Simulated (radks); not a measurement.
Values are calculated unless marked as measured or tabulated.
Problem. Radial electron density D(r) = 4 pi r^2 rho(r) of an atom or ion with 61 electrons. Level of theory: scalar-relativistic Kohn-Sham, LDA (Slater exchange, Perdew-Wang correlation), spin-polarised, spherical densities, point nucleus (a radial shooting solver on a logarithmic mesh with Libxc functionals).

r (bohr),D(r) (e/bohr),spin D(r)
0.001074,4.635,-0.00000675
0.001468,7.649,-0.0000111
0.001989,12.24,-0.0000178
0.002717,19.35,-0.0000280
0.003712,29.56,-0.0000428
0.005071,43.09,-0.0000630
0.006873,58.59,-0.0000883
0.00939,73.95,-0.000122
0.01283,83.93,-0.000177
0.01752,84.36,-0.000293
0.02375,77.95,-0.000570
0.03245,76.53,-0.00123
0.04433,91.74,-0.00252
0.06056,111.5,-0.00416
0.08207,107.2,-0.000259
0.1121,87.02,0.0485
0.1532,92.50,0.304
0.2093,97.06,1.18
0.2836,60.52,3.11
0.3875,42.05,5.94
0.5293,49.37,7.72
0.7231,32.06,6.74
0.9879,15.44,4.08
1.339,9.947,1.67
1.829,4.346,0.413
2.499,0.9629,0.219
3.414,0.3336,0.288
4.627,0.2295,0.229
6.321,0.07241,0.0724
8.635,0.006322,0.00632
11.8,0.0001013,0.000101

What is the nuclear charge?

Solution. Z = 64. The innermost maximum, from 1s, lies near gamma/Z bohr with gamma = sqrt(1 - (Z/c)^2) = 0.884, here 0.0138 bohr (found: 0.0152), and its height grows with Z. The density is that of the gadolinium ion Gd3+ in [Xe] 4f6 5f1; the configuration itself is not fixed sharply by these data, and Z only to a few units. D(r) has 4 maxima, at r = 0.0152, 0.0677, 0.189, 0.513 bohr, and minima at 0.0290, 0.123, 0.369 bohr, inside which lie 1.94, 11.12, 29.25 electrons.
